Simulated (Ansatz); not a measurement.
H₈Si₃, charge +1, doublet, at a GFN2-xTB geometry (a state made from the parent by changing its charge; the spin is typed, not shown lowest); MP2/6-311+G(2d,p) (Ansatz, an electronic-structure program).

Here is a job for Ansatz.
Ansatz 0.2 input:
```yaml
crystal:
  periodic: [false, false, false]
  atoms:
    - {symbol: Si, position_ang: [1.73006259, 0.88617971, -0.01821925]}
    - {symbol: Si, position_ang: [0.21430832, -1.03910606, -0.11847187]}
    - {symbol: Si, position_ang: [-1.93611862, 0.11291389, 0.13212917]}
    - {symbol: H, position_ang: [3.05494759, 0.29289400, -0.13804698]}
    - {symbol: H, position_ang: [1.35438441, 1.72882927, -1.14918317]}
    - {symbol: H, position_ang: [1.47531091, 1.50967649, 1.27664176]}
    - {symbol: H, position_ang: [0.46584425, -2.03082472, 0.92986925]}
    - {symbol: H, position_ang: [0.32388443, -1.79829328, -1.36643948]}
    - {symbol: H, position_ang: [-2.00324331, 1.05008294, -0.98479523]}
    - {symbol: H, position_ang: [-1.86962290, 0.76938187, 1.43401237]}
    - {symbol: H, position_ang: [-2.91703742, -0.96157215, 0.06180881]}
basis:
  gaussian:
    orbitals: 6-311+G_2d_p_.json
total_charge: 1
magnetization: {spin_polarized: true, initial_magnetization: 1}
correlation: {method: mp2}
```
The basis file holds 6-311+G(2d,p) in the JSON format of the Basis Set Exchange.

The log (banner, timings and long lists left out):

```
Functional definition: HF
1221 factors; integrals over basis functions are off by at most 1.2e-3 eV
mean field evaluation 1: about -23703.4042 eV, gradient 1.2e1 eV
mean field evaluation 2: about -23703.4055 eV, gradient 1.2e1 eV
mean field evaluation 4: about -23705.3297 eV, gradient 1.1e0 eV
mean field evaluation 8: about -23705.3528 eV, gradient 1.0e-3 eV
mean field evaluation 16: about -23704.3410 eV, gradient 5.5e0 eV
mean field -23705.35281038 eV, -871.1556477162 hartree, gradient 1.2e-6 eV, S^2 0.781201; 2 other end points of the search recorded, 0 dependent functions left out
15 core orbitals not correlated
reference -23705.35281038 eV, -871.1556477162 hartree; 10, 9 occupied and 128, 129 virtual orbitals, 1221 factors
second order -8.28559309 eV of doubles, -0.00000000 eV of singles
Total energy: -23713.63840347 eV, -871.4601376462 hartree
```
